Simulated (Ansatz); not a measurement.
Cu2H2⁺, relaxed as a doublet with UKS r2SCAN-D4/def2-TZVP in Ansatz, starting from the GFN1-xTB geometry. Force threshold 0.02 eV/Å.

The structure comes from a short search, and lower isomers may exist.

Start:

```xyz
4

Cu   -0.6803    0.2369    0.1889
Cu    1.4215   -0.5621   -0.1896
H    -1.2195    0.7967   -1.0441
H     0.4783   -0.4715    1.0449
```

```
step  energy (eV)  largest force component (eV/Å)  SCF passes
   1  -89304.8631                           0.893          35
   2  -89304.9460                           0.600          39
   3  -89305.0380                           0.569          42
   4  -89305.1254                           0.463          39
   5  -89305.2630                           0.320          37
   6  -89305.4186                           0.301          37
   7  -89305.4242                           0.527          37
   8  -89305.4594                           0.008          37
```

Force components are those of the run's own axes.

End:

```xyz
4

Cu   -0.9706    0.2699    0.5506
Cu    0.9702   -0.2695   -0.5506
H    -0.4464    0.4542   -1.0117
H     0.4468   -0.4547    1.0117
```

Bonds formed: Cu2–H3 (atoms count from 1).

No frequencies were taken in this run, so the end may be a saddle point.

Hardware: 2 threads of Arm Neoverse V2 on a shared host. Wall time 42 s.
